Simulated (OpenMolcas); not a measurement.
**SeS at 2.049 Å: OpenMolcas input and output**

Input (each module block was a call of its own in one work directory; start orbitals came from a preliminary run):

```
&GATEWAY
Coord
2
angstrom
Se 0.0 0.0 0.0
S 0.0 0.0 2.0490
Basis=ANO-RCC-VTZP
Group=XY
RX2C
AMFI
ANGMom
0.0 0.0 0.0
RICD
&SEWARD
&GUESSORB
* RASSCF and CASPT2 blocks for each multiplicity and irrep, as for the first:
&RASSCF
FileOrb=$CurrDir/o31.orb
Symmetry=1
Spin=3
nActEl=8 0 0
Inactive=13 8
RAS2=2 4
CIRoot=5 5 1
Linear
Iterations=120 100
OrbListing=Nothing
PRWF=0.15
>>COPY $Project.RasOrb $CurrDir/o31.orb
>>COPY $Project.rasscf.h5 $CurrDir/r31.h5
&CASPT2
XMultistate=all
Imaginary=0.2
IPEA=0.25
MaxIter=40
>>COPY $Project.JobMix JOB001
&RASSI
Nr of JobIphs=6 5 6 6 4 2 1
1 2 3 4 5
1 2 3 4 5 6
1 2 3 4 5 6
1 2 3 4
1 2
1
SpinOrbit
EJob
Omega
MEES
MESO
Properties=4
'AngMom' 3 'Mltpl  1' 1 'Mltpl  1' 2 'Mltpl  1' 3
Thrs=1.0d-4
>>COPY $Project.rassi.h5 $CurrDir/so.h5
```

```bash
pymolcas m.inp
```

C2 symmetry about the axis (a holds Σ, Δ, Γ; b holds Π, Φ, H; Σ⁺ and Σ⁻ are not told apart); roots by multiplicity and irrep: 3a 5, 1a 6, 3b 6, 1b 4, 5b 2, 5a 1.

RASSI part of the output, in excerpt:

```
SPIN-FREE ENERGIES:
  (Shifted by EMIN (a.u.) =      -2827.0449592677)
 SF State       Relative EMIN(au)   Rel lowest level(eV)    D:o, cm**(-1)      Abs_M
     1             0.0000000000        0.0000000000              0.0000         0.0
     6             0.0189416132        0.5154275523           4157.2036         2.0
     7             0.0192835899        0.5247332127           4232.2588         2.0
     8             0.0353192235        0.9610850314           7751.6735         0.0
     9             0.1007353912        2.7411496382          22108.8628         0.0
     2             0.1099153615        2.9909493567          24123.6335         2.0
     3             0.1102100714        2.9989688212          24188.3148         2.0
     4             0.1147032407        3.1212341876          25174.4515         0.0
    12             0.1438452158        3.9142277279          31570.3757         1.0
    13             0.1438452165        3.9142277466          31570.3759         1.0
     5             0.1515668059        4.1243428964          33265.0688         0.0
    14             0.1535616422        4.1786251577          33702.8848         1.0
    15             0.1535616468        4.1786252850          33702.8858         1.0
    18             0.1630579623        4.4370331938          35787.0862         1.0
    19             0.1630579643        4.4370332480          35787.0866         1.0
    20             0.1866642675        5.0793934811          40968.0713         1.0
    21             0.1866642696        5.0793935384          40968.0718         1.0
    10             0.1933926855        5.2624830636          42444.7884         2.0
    11             0.1938385308        5.2746151322          42542.6401         2.0
    22             0.2068555951        5.6288274950          45399.5555         1.0
    23             0.2068555990        5.6288276020          45399.5563         1.0
    16             0.2404081357        6.5418386384          52763.4870         1.0
    17             0.2404081357        6.5418386384          52763.4870         1.0
    24             0.2462866000        6.7017997993          54053.6607         0.0
++ Dipole transition strengths (spin-free states):
     for osc. strength at least  1.00000000E-05
      From   To        Osc. strength     Einstein coefficients Ax, Ay, Az (sec-1)    Total A (sec-1)
         1    4       1.41668677E-05  0.00000000E+00  0.00000000E+00  5.98874882E+03  5.98874882E+03
         1   12       9.16837243E-05  5.89953997E+04  1.95744427E+03  0.00000000E+00  6.09528440E+04
         1   13       9.16837349E-05  1.95744409E+03  5.89954075E+04  0.00000000E+00  6.09528516E+04
         1    5       1.41410128E-01  0.00000000E+00  0.00000000E+00  1.04375747E+08  1.04375747E+08
         1   14       3.76304415E-05  2.85001519E+04  1.10609129E+01  0.00000000E+00  2.85112128E+04
         1   15       3.76304308E-05  1.10609183E+01  2.85001456E+04  0.00000000E+00  2.85112065E+04
         1   16       3.69469222E-05  6.83342938E+04  2.75714411E+02  0.00000000E+00  6.86100082E+04
         1   17       3.69469216E-05  2.75714403E+02  6.83342926E+04  0.00000000E+00  6.86100070E+04
         6   20       1.24159048E-05  2.63583241E+03  8.58623083E+03  0.00000000E+00  1.12220632E+04
         6   21       1.24159057E-05  8.58623116E+03  2.63583310E+03  0.00000000E+00  1.12220643E+04
         6   10       1.06404994E-01  0.00000000E+00  0.00000000E+00  1.04044752E+08  1.04044752E+08
         6   11       1.13441591E-02  0.00000000E+00  0.00000000E+00  1.11492975E+07  1.11492975E+07
         7   20       1.25041434E-05  8.62946203E+03  2.62631479E+03  0.00000000E+00  1.12557768E+04
         7   21       1.25041475E-05  2.62631458E+03  8.62946621E+03  0.00000000E+00  1.12557808E+04
         7   10       1.12849892E-02  0.00000000E+00  0.00000000E+00  1.09914490E+07  1.09914490E+07
         7   11       1.06438746E-01  0.00000000E+00  0.00000000E+00  1.04201729E+08  1.04201729E+08
         8   20       1.67433623E-05  2.65935916E+02  1.20563126E+04  0.00000000E+00  1.23222486E+04
         8   21       1.67433631E-05  1.20563136E+04  2.65935889E+02  0.00000000E+00  1.23222495E+04
         9   20       9.15297164E-04  2.12492598E+05  4.65311786E+03  0.00000000E+00  2.17145716E+05
         9   21       9.15297185E-04  4.65311826E+03  2.12492613E+05  0.00000000E+00  2.17145731E+05
         2   14       7.19393074E-04  1.85644843E+04  2.54678406E+04  0.00000000E+00  4.40323249E+04
         2   15       7.19393103E-04  2.54678451E+04  1.85644910E+04  0.00000000E+00  4.40323362E+04
         3   14       7.14535514E-04  2.49554196E+04  1.81909618E+04  0.00000000E+00  4.31463814E+04
         3   15       7.14535642E-04  1.81909700E+04  2.49554285E+04  0.00000000E+00  4.31463984E+04
         4   14       6.16401148E-04  4.62209719E-03  2.99050213E+04  0.00000000E+00  2.99050259E+04
         4   15       6.16401258E-04  2.99050338E+04  4.62051049E-03  0.00000000E+00  2.99050384E+04
         4   16       2.72366782E-05  6.35553742E+01  1.37647640E+04  0.00000000E+00  1.38283194E+04
         4   17       2.72366810E-05  1.37647653E+04  6.35554569E+01  0.00000000E+00  1.38283208E+04
        12   16       6.54724508E-03  0.00000000E+00  0.00000000E+00  1.96150880E+06  1.96150880E+06
        12   17       3.92632533E-04  0.00000000E+00  0.00000000E+00  1.17629959E+05  1.17629959E+05
        13   16       3.92632527E-04  0.00000000E+00  0.00000000E+00  1.17629955E+05  1.17629955E+05
        13   17       6.54724518E-03  0.00000000E+00  0.00000000E+00  1.96150880E+06  1.96150880E+06
         5   14       2.15960253E-05  2.76115174E+00  5.70005841E-05  0.00000000E+00  2.76120874E+00
         5   15       2.15960754E-05  5.70009592E-05  2.76117109E+00  0.00000000E+00  2.76122809E+00
        14   16       8.28222574E-05  0.00000000E+00  0.00000000E+00  2.00707002E+04  2.00707002E+04
        15   17       8.28221215E-05  0.00000000E+00  0.00000000E+00  2.00706651E+04  2.00706651E+04
        18   21       3.15627913E-05  0.00000000E+00  0.00000000E+00  5.65122238E+02  5.65122238E+02
        19   20       3.15627881E-05  0.00000000E+00  0.00000000E+00  5.65121984E+02  5.65121984E+02
        20   10       2.85598556E-05  2.22590764E+01  1.92834424E+01  0.00000000E+00  4.15425188E+01
        20   11       3.04495459E-05  2.33705998E+01  2.69848330E+01  0.00000000E+00  5.03554328E+01
        21   10       2.85598465E-05  1.92834243E+01  2.22590553E+01  0.00000000E+00  4.15424796E+01
        21   11       3.04495370E-05  2.69848093E+01  2.33705792E+01  0.00000000E+00  5.03553885E+01
        22   24       1.59741068E-03  6.77606188E+04  1.20394300E+04  0.00000000E+00  7.98000488E+04
        23   24       1.59741052E-03  1.20394265E+04  6.77605983E+04  0.00000000E+00  7.98000247E+04
 Electric-quadrupole - electric-quadrupole not included
 Electric-dipole - electric-octupole not included
 Electric-dipole - magnetic-quadrupole not included
   Eigenvalues of complex Hamiltonian:
  (Shifted by EMIN (a.u.) =      -2827.0449592677)
 SO State       Relative EMIN(au)   Rel lowest level(eV)    D:o, cm**(-1)      Omega
     1            -0.0008773903        0.0000000000              0.0000         0.0
     2            -0.0002134401        0.0180670071            145.7202         1.0
     3            -0.0002134401        0.0180670072            145.7202         1.0
     4             0.0187162458        0.5331699998           4300.3061         2.0
     5             0.0190577181        0.5424619346           4375.2506         2.0
     6             0.0358793622        1.0002021900           8067.1747         0.0
     7             0.0992366604        2.7242421028          21972.4944         0.0
     8             0.1053382635        2.8902751827          23311.6415         3.0
     9             0.1053382635        2.8902751827          23311.6415         3.0
    10             0.1098963469        3.0143069501          24312.0251         2.0
    11             0.1101905317        3.0223121250          24376.5912         2.0
    12             0.1146391919        3.1433663364          25352.9593         1.0
    13             0.1146391921        3.1433663427          25352.9593         1.0
    14             0.1146896520        3.1447394271          25364.0340         1.0
    15             0.1146896523        3.1447394333          25364.0341         1.0
    16             0.1160329430        3.1812922358          25658.8523         0.0
    17             0.1412738991        3.8681336424          31198.6018         0.0
    18             0.1412964631        3.8687476386          31203.5541         0.0
    19             0.1433818731        3.9254945361          31661.2487         1.0
    20             0.1433818737        3.9254945542          31661.2488         1.0
    21             0.1461104723        3.9997435037          32260.1070         2.0
    22             0.1461107436        3.9997508858          32260.1665         2.0
    23             0.1505264800        4.1199091960          33229.3086         1.0
    24             0.1505264812        4.1199092275          33229.3089         1.0
    25             0.1508343920        4.1282879062          33296.8875         0.0
    26             0.1508444956        4.1285628403          33299.1050         2.0
    27             0.1508461955        4.1286090968          33299.4781         2.0
    28             0.1542807138        4.2220671018          34053.2677         1.0
    29             0.1542807173        4.2220671972          34053.2685         1.0
    30             0.1563865890        4.2793708833          34515.4539         0.0
    31             0.1573011717        4.3042579479          34716.1816         0.0
    32             0.1634730052        4.4722020935          36070.7425         1.0
    33             0.1634730072        4.4722021466          36070.7429         1.0
    34             0.1870367509        5.1134042781          41242.3869         1.0
    35             0.1870367530        5.1134043340          41242.3873         1.0
    36             0.1935156338        5.2897036622          42664.3373         2.0
    37             0.1939599605        5.3017944086          42761.8557         2.0
    38             0.2049833003        5.6017547657          45181.1992         3.0
    39             0.2049833003        5.6017547657          45181.1992         3.0
    40             0.2058172722        5.6244482964          45364.2349         2.0
    41             0.2058173902        5.6244515074          45364.2608         2.0
    42             0.2067351248        5.6494243400          45565.6802         1.0
    43             0.2067351287        5.6494244460          45565.6811         1.0
    44             0.2076866084        5.6753155276          45774.5067         0.0
    45             0.2078233158        5.6790355255          45804.5106         0.0
    46             0.2088871900        5.7079850172          46038.0039         1.0
    47             0.2088871900        5.7079850171          46038.0039         1.0
    48             0.2403806689        6.5649662346          52950.0236         2.0
    49             0.2403808560        6.5649713263          52950.0647         2.0
    50             0.2405074265        6.5684154844          52977.8437         1.0
    51             0.2405074265        6.5684154849          52977.8437         1.0
    52             0.2405656455        6.5699997041          52990.6213         0.0
    53             0.2406131798        6.5712931789          53001.0539         0.0
    54             0.2464821595        6.7309962529          54289.1460         0.0
    55             0.2465205600        6.7320411825          54297.5739         1.0
    56             0.2465205600        6.7320411823          54297.5739         1.0
    57             0.2466345763        6.7351437247          54322.5976         2.0
    58             0.2466345811        6.7351438558          54322.5987         2.0
 Weights of the five most important spin-orbit-free states for each spin-orbit state.
 SO State  Total energy (au)           Spin-free states, spin, and weights
    1        -0.000877       1 1.0  0.9799    8 0.0  0.0192   15 1.0  0.0002   14 1.0  0.0002   12 1.0  0.0002
    2        -0.000213       1 1.0  0.9986    4 1.0  0.0004   14 1.0  0.0003   21 0.0  0.0002   23 2.0  0.0001
    3        -0.000213       1 1.0  0.9986    4 1.0  0.0004   15 1.0  0.0003   20 0.0  0.0002   22 2.0  0.0001
    4         0.018716       6 0.0  0.9981    2 1.0  0.0006   15 1.0  0.0003   14 1.0  0.0003   12 1.0  0.0002
    5         0.019058       7 0.0  0.9981    3 1.0  0.0006   15 1.0  0.0003   14 1.0  0.0003   12 1.0  0.0002
    6         0.035879       8 0.0  0.9796    1 1.0  0.0191   14 1.0  0.0005   15 1.0  0.0005   13 1.0  0.0001
    7         0.099237       9 0.0  0.9154    4 1.0  0.0839   16 1.0  0.0002   17 1.0  0.0002   14 1.0  0.0001
    8         0.105338       2 1.0  0.5155    3 1.0  0.4839   22 2.0  0.0003   23 2.0  0.0003   15 1.0  0.0000
    9         0.105338       2 1.0  0.5155    3 1.0  0.4839   23 2.0  0.0003   22 2.0  0.0003   14 1.0  0.0000
   10         0.109896       2 1.0  0.9976   14 1.0  0.0006   15 1.0  0.0006    6 0.0  0.0005    7 0.0  0.0002
   11         0.110191       3 1.0  0.9976   14 1.0  0.0006   15 1.0  0.0006    7 0.0  0.0005    6 0.0  0.0002
   12         0.114639       4 1.0  0.4341    3 1.0  0.2907    2 1.0  0.2728   14 1.0  0.0011   15 1.0  0.0006
   13         0.114639       4 1.0  0.4341    3 1.0  0.2907    2 1.0  0.2728   15 1.0  0.0011   14 1.0  0.0006
   14         0.114690       4 1.0  0.5639    3 1.0  0.2244    2 1.0  0.2107    1 1.0  0.0003   20 0.0  0.0002
   15         0.114690       4 1.0  0.5639    3 1.0  0.2244    2 1.0  0.2107    1 1.0  0.0003   21 0.0  0.0002
   16         0.116033       4 1.0  0.9148    9 0.0  0.0835   14 1.0  0.0007   15 1.0  0.0007   22 2.0  0.0002
...
```

Only roots inside an energy window near the equilibrium distance were included, so the list of states is not complete; labels number the states computed. Each spin and symmetry block has orbitals of its own, averaged over its own roots, so gaps between blocks are less sure than gaps within one and near the minimum can be off by tenths of an eV, in bad cases by more. No Rydberg orbitals are active, so Rydberg states, and σ→σ* states whose orbital the CASSCF left unused, can be missing between those listed. CASPT2 splits the two components of degenerate states numerically, here by up to 98 cm⁻¹.
